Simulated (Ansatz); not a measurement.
BH4P (SMILES BP) moved off its minimum; all values from Ansatz (an electronic-structure program), cores frozen in correlated methods.
(charge 0, multiplicity 1)
```xyz
6

B      0.0438    -0.3934    -1.1722
H     -0.7537     0.1171    -2.1533
H      0.7069    -1.2736    -1.4448
P     -0.0566     0.0928     0.5100
H     -0.4773     1.4847     0.4959
H      1.1395     0.3007     0.7513
```

Question: Give the forces (eV/Å), the total energy and the dipole at CCSD(T)/aug-cc-pV(T+d)Z.

Answer: 
```tsv
atom	Fx	Fy	Fz
B1	-2.404	1.262	-4.290
H2	1.438	-1.044	1.978
H3	1.023	-1.134	-0.440
P4	-5.720	1.177	1.323
H5	0.102	-0.883	0.004
H6	5.561	0.622	1.424
```
Energy -368.0351 hartree, dipole 0.89 D.
